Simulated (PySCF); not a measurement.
Si(Cl)(SeH)3, H₃ClSe₃Si, SMILES [Si]([SeH])([SeH])(Cl)[SeH] at its CAM-B3LYP/def2-SVP optimised geometry (Å):

```
8

Cl     1.6986     0.7110    -1.8523
Si     0.8626     0.3328     0.0000
Se    -1.4096     0.3328     0.0000
Se     1.5052    -1.8002     0.4703
Se     1.7027     1.9949     1.3136
H     -1.5052     1.8002     0.0000
H      0.8008    -1.8106     1.7611
H      0.8460     1.6337     2.4525
```

Computed with CAM-B3LYP/def2-TZVP in PySCF 2.14.0. Cells within 0.4 Å of a nucleus heavier than hydrogen are left out (blank, or x).

Map of the Laplacian of the electron density (e/bohr⁵), clipped to [-1.50, 1.50] on the plane z = 0.0 Å:

```
|5555555555555555555555555555555|
|5555555555555555555555555555555|
|5555555555555555555555555555555|
|5555555555555555555555555555555|
|5555555555555555555555555555555|
|5555555555555555555555555555555|
|5555555555555555555555555555555|
|5555555555555555555555555555555|
|5555555540055555555555555555555|
|5555555540145555555555555555555|
|5555555543345555555555555555555|
|5555555556765555556555555555555|
|5555555599997544599985555555555|
|555555579xxx94449xxx95555555555|
|555555589xxx94449xxx96555555555|
|555555559xx9944479xx95555555555|
|5555555569995555579954555555555|
|5555555555555555544444555555555|
|5555555555555555554445555555555|
|5555555555555555555445555555555|
|5555555555555555554599755555555|
|5555555555555555555999955555555|
|5555555555555555555999965555555|
|5555555555555555554799955555555|
|5555555555555555555456555555555|
|5555555555555555555555555555555|
|5555555555555555555555555555555|
|5555555555555555555555555555555|
|5555555555555555555555555555555|
|5555555555555555555555555555555|
|5555555555555555555555555555555|
```
Scale: ten equal steps from -1.50 (start of '0') to 1.50 (end of '9'), in the order '0123456789'; x runs from -4.00 to 4.00, y from -4.00 (bottom) to 4.00 (top).
